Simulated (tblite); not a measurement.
Compound: C4H10ClFSi2.
Numbering: `[CH2:1]=[CH:2][CH2:3][Si@@H:4]([Cl:5])[C@H:6]([F:7])[SiH3:8]` (hydrogens: H9, H10 on C1; H11 on C2; H12, H13 on C3; H14 on Si4; H15 on C6; H16, H17, H18 on Si8)

Computed with GFN2-xTB (tblite), gas phase: L-BFGS steps from a force-field or distance-geometry start until the largest atomic force falls under 0.01 eV/Å.

Step 0: E = -717.8348 eV
```
atom  x, y, z in Å  |  force x, y, z in eV/Å
C1     -3.0672    0.8139   -0.2493   -1.123   1.115   0.390
C2     -2.3227   -0.1572    0.1929    0.813  -0.839   0.972
C3     -1.3736   -0.9571   -0.6496   -2.029  -0.353  -0.438
Si4     0.3846   -0.8337   -0.1273    0.605  -2.027   0.562
Cl5     1.3642   -2.4868   -1.0064   -0.482   0.739   0.423
C6      1.2622    0.6820   -0.6968    0.317   1.549   0.634
F7      1.2729    0.8304   -2.0597   -0.361   0.164  -0.729
Si8     3.0521    0.5529   -0.1195    1.200  -0.344   0.453
H9     -3.1067    1.1538   -1.2678    0.075  -0.037  -0.060
H10    -3.7208    1.3212    0.4681    0.174  -0.039  -0.538
H11    -2.3848   -0.4075    1.2735    0.214  -0.001  -0.853
H12    -1.7031   -2.0175   -0.5092    0.268   0.636  -0.530
H13    -1.5323   -0.6137   -1.7025    0.178  -0.602   0.656
H14     0.5276   -0.9322    1.3508   -0.017   0.030  -0.379
H15     0.8157    1.6081   -0.2562    0.066  -0.478  -0.507
H16     3.9699    0.5671   -1.2419   -0.004   0.087  -0.217
H17     3.1903   -0.7659    0.5345    0.138   0.357   0.051
H18     3.3631    1.6486    0.7899   -0.031   0.042   0.111
```

Step 1: E = -718.0236 eV
```
atom  x, y, z in Å  |  force x, y, z in eV/Å
C1     -3.0833    0.8299   -0.2437    0.727  -0.966   0.548
C2     -2.3111   -0.1692    0.2068   -0.870   1.220  -0.439
C3     -1.4026   -0.9621   -0.6559   -0.473  -0.137   0.108
Si4     0.3933   -0.8627   -0.1193    0.133  -0.984  -0.071
Cl5     1.3573   -2.4763   -1.0004   -0.349   0.505   0.318
C6      1.2667    0.7041   -0.6877    0.377   0.137   0.207
F7      1.2677    0.8328   -2.0701   -0.313   0.131  -0.190
Si8     3.0692    0.5480   -0.1130    0.753  -0.061   0.224
H9     -3.1057    1.1532   -1.2686    0.037  -0.032   0.010
H10    -3.7183    1.3206    0.4604   -0.279   0.347  -0.003
H11    -2.3818   -0.4075    1.2613    0.205  -0.188  -0.129
H12    -1.6993   -2.0084   -0.5168   -0.018   0.060  -0.469
H13    -1.5297   -0.6223   -1.6932   -0.002  -0.404   0.221
H14     0.5273   -0.9318    1.3454   -0.002  -0.030  -0.145
H15     0.8166    1.6012   -0.2634   -0.184   0.107  -0.243
H16     3.9698    0.5684   -1.2450    0.062   0.071  -0.244
H17     3.1923   -0.7608    0.5352    0.174   0.159   0.143
H18     3.3627    1.6492    0.7915    0.022   0.064   0.155
```

Step 2: E = -718.0938 eV
```
atom  x, y, z in Å  |  force x, y, z in eV/Å
C1     -3.0781    0.8207   -0.2327   -0.355   0.543  -0.413
C2     -2.3204   -0.1544    0.2053    0.190  -0.309   0.036
C3     -1.4218   -0.9663   -0.6567    0.238   0.241   0.424
Si4     0.3989   -0.8901   -0.1172   -0.197  -0.092  -0.287
Cl5     1.3489   -2.4639   -0.9928   -0.163   0.175   0.149
C6      1.2746    0.7152   -0.6808    0.361  -0.605  -0.075
F7      1.2606    0.8358   -2.0774   -0.238   0.087   0.180
Si8     3.0882    0.5450   -0.1068    0.362   0.159   0.023
H9     -3.1046    1.1525   -1.2688    0.054  -0.159   0.350
H10    -3.7218    1.3260    0.4573   -0.210   0.304   0.001
H11    -2.3772   -0.4105    1.2544    0.163  -0.160  -0.003
H12    -1.6981   -2.0038   -0.5273   -0.261  -0.319  -0.344
H13    -1.5288   -0.6323   -1.6858   -0.075  -0.263  -0.098
H14     0.5272   -0.9321    1.3409    0.005  -0.071  -0.006
H15     0.8141    1.6002   -0.2702   -0.269   0.330  -0.089
H16     3.9708    0.5700   -1.2502    0.117   0.059  -0.253
H17     3.1959   -0.7562    0.5378    0.208  -0.004   0.217
H18     3.3629    1.6504    0.7946    0.070   0.087   0.188
```

**Question.** Estimate the geometry and energy of step 3. (The exact step hangs on the optimiser's Hessian estimate; all steps are aligned on step 2, rigid shifts and turns removed.)

**Answer.** E = -718.1261 eV, largest force 0.428 eV/Å
```
atom  x, y, z in Å  |  force x, y, z in eV/Å
C1     -3.0812    0.8253   -0.2352   -0.175   0.217   0.005
C2     -2.3207   -0.1541    0.2052   -0.060  -0.022  -0.006
C3     -1.4239   -0.9642   -0.6509    0.245   0.040   0.179
Si4     0.3977   -0.8993   -0.1207   -0.175   0.177  -0.144
Cl5     1.3442   -2.4579   -0.9886   -0.070  -0.001   0.051
C6      1.2819    0.7098   -0.6798    0.130  -0.331   0.006
F7      1.2552    0.8379   -2.0769   -0.177   0.041   0.206
Si8     3.0987    0.5464   -0.1047    0.242   0.152  -0.027
H9     -3.1036    1.1501   -1.2640    0.036  -0.060   0.086
H10    -3.7258    1.3318    0.4564   -0.155   0.258  -0.046
H11    -2.3736   -0.4137    1.2524    0.129  -0.132   0.040
H12    -1.7014   -2.0070   -0.5352   -0.242  -0.211  -0.283
H13    -1.5295   -0.6388   -1.6851   -0.063  -0.220  -0.049
H14     0.5272   -0.9332    1.3396   -0.001  -0.077  -0.032
H15     0.8095    1.6046   -0.2734   -0.093   0.023  -0.149
H16     3.9727    0.5713   -1.2552    0.126   0.056  -0.232
H17     3.1998   -0.7549    0.5416    0.218  -0.003   0.210
H18     3.3639    1.6520    0.7981    0.084   0.094   0.187
```

The energy changes by -0.0323 eV. The first-order estimate −F·Δx gives -0.0422 eV and the mean of the old and new forces, exact on a quadratic surface, -0.0322 eV. The step makes an angle of 35° with the force vector and moves no atom by more than 0.011 Å.

The cost below is that of the whole relaxation. The run took 1.8 s of wall time on one thread of an Arm Neoverse V1, no GPU, shared host.
